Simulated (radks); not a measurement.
All-electron atom: Mn in [Ar] 3d5 4s1.75 4d0.25 (fractional occupations, a model configuration). Calculated with a radial shooting solver on a logarithmic mesh with Libxc functionals: Dirac Kohn-Sham, PBE, spin-unpolarised, spherical densities, point nucleus; open shells are shared between the two j in proportion to 2j + 1.

Normalised radial functions P(r) = r R(r) (large component), r in bohr:

r	3d3/2	4d3/2
0.004614	0.0000	0.0000
0.006405	0.0000	0.0000
0.008891	0.0001	0.0000
0.01244	0.0002	0.0000
0.01727	0.0006	0.0000
0.02417	0.0015	0.0000
0.03355	0.0037	0.0001
0.04695	0.0091	0.0001
0.06518	0.0212	0.0003
0.09048	0.0470	0.0008
0.1266	0.0999	0.0016
0.1758	0.1936	0.0031
0.2459	0.3459	0.0056
0.3414	0.5429	0.0088
0.4777	0.7494	0.0120
0.6632	0.8788	0.0137
0.9206	0.8664	0.0127
1.288	0.7143	0.0084
1.788	0.5019	0.0014
2.503	0.2949	-0.0088
3.474	0.1420	-0.0222
4.861	0.0490	-0.0404
6.749	0.0114	-0.0642
9.368	0.0015	-0.0984
13.11	0.0001	-0.1594
18.2	0.0000	-0.2281
25.47	0.0000	-0.2237
35.35	0.0000	-0.0950
49.47	0.0000	-0.0159
68.67	0.0000	-0.0010

3d3/2: eigenvalue -8.397 eV, 0 radial nodes, <r> = 1.21 bohr, 90 % of the charge inside 2.14 bohr. 4d3/2: eigenvalue -0.276 eV, 1 radial node at r = 1.88 bohr, <r> = 22.2 bohr, 90 % of the charge inside 31.1 bohr.
